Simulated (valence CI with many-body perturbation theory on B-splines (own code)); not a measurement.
The numbers below are computed, except where a source is named.
**Hyperfine factors and g values of Tm³⁵⁺**

Level of theory: relativistic CI+MBPT: six valence electrons over a frozen Dirac-Fock core [Ar] 3d10, radial functions for each j: 9 s, 9 p, 8 d, 6 f, 3 g, 1 h, with the one-electron correlation potential Σ1, the two-electron term Σ2, the three-electron term Σ3, Breit, model QED; selected CI, second order for the rest (own B-spline code, finite nucleus).

No measured spectrum was set against this ion. As an estimate, large intervals hold to a few tenths of a per cent, small ones and those within an open d or f shell to about a per cent. Among the levels kept, up to 1000 cm⁻¹ of a level comes from second order outside the variational space, and about a tenth of that is noise between levels of different J, which matters for small intervals.

A/g_I is the dipole constant over the nuclear g factor μ/I (μ in nuclear magnetons, uniformly magnetised nucleus), B/Q the quadrupole constant per barn. Both hold the static response of the core; the bare values leave it out. Large factors of s and p1/2 electrons are usually good to 5 to 10 %; those of open d and f shells near neutrality can be off by tens of per cent, and small factors of p3/2, d and f electrons come from cancelling terms and can be off by a factor of two or in sign, in half-filled shells by more. B is blank for J = 1/2, where it vanishes, and for nearly pure S terms. Energies count from the lowest level. Levels with J = 0 are left out.

Levels are named by their leading jj configuration (3d3/2^4 stands for four electrons in 3d with j = 3/2), which in mixed levels can hold well under half, so a name can repeat and another be missing. Letters in brackets count levels of one name in rising energy.

```
                             Level  E (eV)      g  A/g_I (MHz)  A/g_I bare  B/Q (MHz/b)  B/Q bare
        (4s^2 4p1/2^2 4p3/2^2) J=2    0.00  1.350        41000       39300        11600     11200
          (4s^2 4p1/2 4p3/2^3) J=1   62.44  1.498       -30200      -29500       -40800    -39400
          (4s^2 4p1/2 4p3/2^3) J=2   66.53  1.143       114000      110000       -93500    -90200
    (4s^2 4p1/2^2 4p3/2 4d3/2) J=2  135.16  1.095        42700       41400        -1990     -1910
    (4s^2 4p1/2^2 4p3/2 4d3/2) J=1  136.78  1.165         8760        8640       -29800    -28900
    (4s^2 4p1/2^2 4p3/2 4d3/2) J=3  138.71  1.142        28800       28000        71700     69300
          (4s 4p1/2^2 4p3/2^3) J=2  144.00  1.358       161000      155000       -68700    -66200
    (4s^2 4p1/2^2 4p3/2 4d5/2) J=4  150.58  1.277        19300       18800        78500     75900
          (4s 4p1/2^2 4p3/2^3) J=1  160.08  1.279      -104000     -100000       -15200    -14700
    (4s^2 4p1/2^2 4p3/2 4d5/2) J=2  160.93  1.349       110000      107000       -61400    -59200
    (4s^2 4p1/2^2 4p3/2 4d5/2) J=3  162.18  1.162        18500       18100        15800     15500
    (4s^2 4p1/2^2 4p3/2 4d5/2) J=1  169.53  0.941       -60600      -58000         2580      2580
(4s^2 4p1/2 4p3/2^2 4d3/2) J=1 [a]  193.91  0.989        82300       79600       -14100    -13600
(4s^2 4p1/2 4p3/2^2 4d3/2) J=2 [a]  194.32  1.031        64600       62600       -47600    -46000
(4s^2 4p1/2 4p3/2^2 4d3/2) J=3 [a]  197.48  1.103        64900       62900       -11200    -10700
    (4s^2 4p1/2 4p3/2^2 4d3/2) J=4  201.56  1.066        69000       66800        11800     11600
(4s^2 4p1/2 4p3/2^2 4d3/2) J=2 [b]  206.23  0.847        87900       85400        43600     42300
(4s^2 4p1/2 4p3/2^2 4d5/2) J=3 [a]  207.58  1.340       -14600      -13900        17400     16900
(4s^2 4p1/2 4p3/2^2 4d5/2) J=4 [a]  208.44  1.289        -4150       -3820        40600     39400
(4s^2 4p1/2 4p3/2^2 4d5/2) J=1 [a]  208.45  1.005       302000      292000        -5990     -5760
(4s^2 4p1/2 4p3/2^2 4d5/2) J=4 [b]  213.40  1.176        57600       55800        -2850     -2610
(4s^2 4p1/2 4p3/2^2 4d3/2) J=1 [b]  214.78  1.503        84500       81200        10300      9980
    (4s^2 4p1/2 4p3/2^2 4d5/2) J=5  214.94  1.197        53600       51900        17000     16700
(4s^2 4p1/2 4p3/2^2 4d3/2) J=2 [c]  214.94  1.294        51200       49500         7050      6670
(4s^2 4p1/2 4p3/2^2 4d3/2) J=3 [b]  215.59  1.176        11400       11100         6780      6700
(4s^2 4p1/2 4p3/2^2 4d5/2) J=2 [a]  221.89  1.267       -39300      -37500        70900     68500
(4s^2 4p1/2 4p3/2^2 4d3/2) J=1 [c]  222.12  1.022       -51400      -49100        -9740     -9300
(4s^2 4p1/2 4p3/2^2 4d5/2) J=3 [b]  224.90  1.129        62700       61000        79300     76700
(4s^2 4p1/2 4p3/2^2 4d5/2) J=2 [b]  227.94  1.066        61900       60200        11200     10900
(4s^2 4p1/2 4p3/2^2 4d5/2) J=1 [b]  229.41  1.055        27800       27300        11400     11100
(4s^2 4p1/2 4p3/2^2 4d5/2) J=3 [c]  231.80  1.057        67400       65300       -54200    -52200
(4s^2 4p1/2 4p3/2^2 4d5/2) J=2 [c]  235.30  1.209         1800        1880       -63400    -61100
            (4s 4p1/2 4p3/2^4) J=1  236.45  1.357       337000      326000       -18100    -17500
```

Take the isotope of mass number 171, with I = 1/2, μ = -0.23 μN. What is the hyperfine structure of (4s^2 4p1/2 4p3/2^3) J=2?

From the table A = -52500 MHz. Shifts from the centre of gravity in MHz: F = 3/2: 78800, F = 5/2: -52500.
